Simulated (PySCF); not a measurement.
Zn(NH2)(SMe) (CH5NSZn), SMILES [Zn]([NH2])[S]C.

Geometry: ωB97X-D3(BJ)/def2-SVP. The structure was generated by enumeration; whether it is a known compound was not checked. Other conformers were not sampled.

Computed with PySCF with PBE/def2-TZVP.

Symmetry labels are those of the subgroup Cs that the program uses (full group Cs).

Computed valence orbital energies around the gap with their symmetry:
```tsv
orbital	symmetry	energy (eV)
HOMO−7	A"	-10.84
HOMO−6	A'	-10.40
HOMO−5	A"	-10.25
HOMO−4	A'	-8.96
HOMO−3	A'	-8.71
HOMO−2	A'	-6.83
HOMO−1	A'	-5.54
HOMO	A"	-5.47
LUMO	A'	-1.36
LUMO+1	A'	-0.88
LUMO+2	A"	-0.66
LUMO+3	A'	0.83
```
